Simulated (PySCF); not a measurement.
Two species compared at the same levels of theory.

First species: isobutyric acid, C4H8O2.
SMILES: `CC(C)C(=O)O`

Second species: C₅H₁₁NO.
Cartesian coordinates in Å at the PBE0-D3(BJ)/def2-SVP level; atoms count from 1:
```xyz
18
C5H11NO angstrom
C     -0.0878    0.4593    1.4747
C     -0.2660    0.0275    0.0128
C     -1.6939   -0.4607   -0.2120
C      0.0309    1.2045   -0.9225
C      0.6915   -1.1478   -0.2603
N      2.0139   -0.8327   -0.2975
O      0.3035   -2.2888   -0.4070
H      0.9328    0.8192    1.6772
H     -0.7864    1.2756    1.7175
H     -0.2926   -0.3782    2.1587
H     -2.4097    0.3437    0.0169
H     -1.9140   -1.3283    0.4242
H     -1.8436   -0.7771   -1.2544
H      1.0244    1.6481   -0.7491
H     -0.0256    0.9015   -1.9791
H     -0.7071    2.0060   -0.7617
H      2.6759   -1.5820   -0.4476
H      2.3538    0.1102   -0.1907
```

Levels: PBE0/pcSseg-1 for dipole moment, HOMO energy, LUMO energy and HOMO–LUMO gap; PBE0-D3(BJ)/def2-SVP for rotational constant A and rotational constant C. Geometries: PBE0-D3(BJ)/def2-SVP. Each species is one conformer at its optimised geometry, gas phase, non-relativistic unless stated. Electronic properties by PySCF.

The conformers computed, where there is a choice (atom-mapped SMILES and torsion angles):
- `[CH3:1][CH:2]([CH3:3])[C:4](=[O:5])[OH:6]`: C1–C2–C4–O5 3°, H–O6–C4–C2 180°
- `[CH3:1][C:2]([CH3:3])([CH3:4])[C:5]([NH2:6])=[O:7]`: C1–C2–C5–N6 -70°, H–N6–C5–C2 178°, H–N6–C5–C2 -2°

Values for the first species:

| Quantity | Value |
| --- | --- |
| Dipole moment | 1.68 D |
| HOMO energy | -8.00 eV |
| LUMO energy | 0.25 eV |
| HOMO–LUMO gap | 8.25 eV |
| Rotational constant A | 4.937 GHz |
| Rotational constant C | 2.184 GHz |

Q: Estimate the same properties for the second species, and the change in each.

A: 
```
             property      first     second  second less first
        dipole moment     1.68 D     3.64 D            +1.96 D
          HOMO energy   -8.00 eV   -7.14 eV           +0.86 eV
          LUMO energy    0.25 eV    0.87 eV           +0.62 eV
        HOMO–LUMO gap    8.25 eV    8.01 eV           -0.24 eV
rotational constant A  4.937 GHz  3.285 GHz         -1.652 GHz
rotational constant C  2.184 GHz  1.974 GHz         -0.210 GHz
```

On the first: The dipole equals about 5.6 × 10⁻³⁰ C·m (1 D = 3.33564 × 10⁻³⁰ C·m).

On the second: A dipole of 3.64 D is allowed in C1, and pure rotational transitions are dipole-allowed. In atomic units the dipole is 1.43 e·bohr (1 au = 2.5417 D).
